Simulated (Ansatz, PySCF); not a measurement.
Process, species as SMILES: CCOC -> [CH2]OCC + H atom (the C-H bond at the site shown breaks; other sites are not compared here)
Each molecule is optimised on its own at B3LYP-D3(BJ)/def2-TZVP (Ansatz, an electronic-structure program), one conformer each, not searched for the lowest.

Property: bond dissociation energy (enthalpy at 298 K, with B3LYP-D3(BJ) rigid-rotor harmonic-oscillator terms from PySCF), in kcal/mol. Cores are frozen in the correlated levels unless marked. UHF or UKS for open shells. Spin-orbit coupling is left out. No relativistic terms. CBS marks a two-point X^-3 extrapolation of the correlation energy; Hartree-Fock from the larger set. [CCSD(T)-MP2]/basis is that difference in the basis named.

| level | program | bond dissociation energy (kcal/mol) |
|---|---|---|
| HF/aug-cc-pVDZ | Ansatz | 72.5 |
| wB97M-V/def2-TZVPD | Ansatz | 95.2 |
| B2PLYP-D4/def2-TZVPD | Ansatz + dftd4 | 93.5 |
| PBE-QIDH/def2-TZVPD | Ansatz | 93.2 |
| RI-MP2/CBS(cc-pVTZ,cc-pVQZ) | Ansatz | 96.8 |
| SCS-MP2/aug-cc-pVDZ | Ansatz | 94.1 |
| CCSD/STO-3G | Ansatz | 109.8 |
| CCSD/aug-cc-pVDZ | Ansatz | 92.6 |
| CCSD(T)/aug-cc-pVDZ | Ansatz | 92.9 |
| RI-MP2/CBS(cc-pVTZ,cc-pVQZ)+[CCSD(T)-MP2]/cc-pVDZ | Ansatz | 97.6 |
